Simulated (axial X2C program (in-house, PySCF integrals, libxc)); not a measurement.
# Potential curves of ZrF, scalar-relativistic

All values were computed with an in-house relativistic program for diatomic molecules. Spin-free means the one-electron spin-free X2C Hamiltonian. Basis: Zr dyall-cv3z [11s12p9d6f3g], F dyall-av3z [7s6p3d2f] (cores contracted in-house); Gaussian nuclei, density fitting, unrestricted open shells. Masses: Zr 89.905 u, F 18.998 u.

State: M_S = 3/2, Λ = 0 (beyond evenly filled blocks: σα, δ+α, δ-α). Energies in kJ/mol from the fragments at the same level (Zr + F). Fits are polynomials in 1 − R0/R over 0.85 to 1.23 times the lowest point R0.

```json
{"R (Å)": "1.7154", "PBE0": "-591.50", "CCSD": "-512.07", "CCSD(T)": "-522.01", "B97-3": "-542.21"}
{"R (Å)": "1.7719", "PBE0": "-617.34", "CCSD": "-544.15", "CCSD(T)": "-554.22", "B97-3": "-569.45"}
{"R (Å)": "1.8284", "PBE0": "-630.34", "CCSD": "-562.71", "CCSD(T)": "-572.88", "B97-3": "-583.87"}
{"R (Å)": "1.8850", "PBE0": "-633.47", "CCSD": "-570.79", "CCSD(T)": "-581.05", "B97-3": "-588.41"}
{"R (Å)": "1.9510", "PBE0": "-627.80", "CCSD": "-570.12", "CCSD(T)": "-580.48", "B97-3": "-584.38"}
{"R (Å)": "2.0170", "PBE0": "-614.88", "CCSD": "-561.46", "CCSD(T)": "-571.92", "B97-3": "-573.01"}
{"R (Å)": "2.1018", "PBE0": "-591.14", "CCSD": "-542.23", "CCSD(T)": "-552.85", "B97-3": "-551.19"}
{"R (Å)": "2.2054", "PBE0": "-555.75", "CCSD": "", "CCSD(T)": "", "B97-3": "-517.88"}
```

Correlated methods: 11 electrons correlated (number of frozen shells: Zr 4 s, 3 p, 1 d; F 1 s), 307 virtual spin orbitals or spinors in MP2, 89 natural virtuals in coupled cluster.

The state is one determinant whose occupation by symmetry is held fixed; it was picked as the lowest of a PBE0 search that is not exhaustive. Dissociation energies refer to the lowest single-determinant-based atoms at the same level and basis. CCSD and (T) use frozen natural virtuals with an MP2 correction for the truncation; (T) itself is uncorrected, so its De runs slightly low. PBE0 can misorder states that lie within some tenths of an eV, so this need not be the ground state of the molecule. The nearest other spin-free determinant of the search, M_S = 1/2, Λ = 2, lies 0.31 eV up at the distance of the search. The outer-core s and p shells of the metal are frozen in the correlated rows, which leaves out core–valence correlation; for alkali and alkaline-earth bonds that tends to lengthen them. With the outer-core shells frozen, correlated bond lengths of heavy atoms tend to come out a few hundredths of an ångström too long. Coupled cluster ran on the points near the minimum only. MP2 and coupled cluster on one determinant become unreliable at the stretched end.

Question: What are Re, ωe and De at the PBE0 level?

Answer: At PBE0, spin-free: Re = 1.878 Å, ωe ≈ 658 cm⁻¹, De = 6.57 eV to Zr + F; Be follows as 0.305 cm⁻¹.

Question: Fit the CCSD curve near its minimum: give the equilibrium distance, the harmonic wavenumber and the well depth.

Answer: At CCSD, spin-free: Re = 1.912 Å, ωe ≈ 629 cm⁻¹, De = 5.92 eV to Zr + F; Be follows as 0.294 cm⁻¹.

Question: Fit the CCSD(T) curve near its minimum: give the equilibrium distance, the harmonic wavenumber and the well depth.

Answer: At CCSD(T), spin-free: Re = 1.913 Å, ωe ≈ 628 cm⁻¹, De = 6.03 eV to Zr + F; Be follows as 0.294 cm⁻¹.

Question: Fit the B97-3 curve near its minimum: give the equilibrium distance, the harmonic wavenumber and the well depth.

Answer: At B97-3, spin-free: Re = 1.888 Å, ωe ≈ 642 cm⁻¹, De = 6.10 eV to Zr + F; Be follows as 0.301 cm⁻¹.
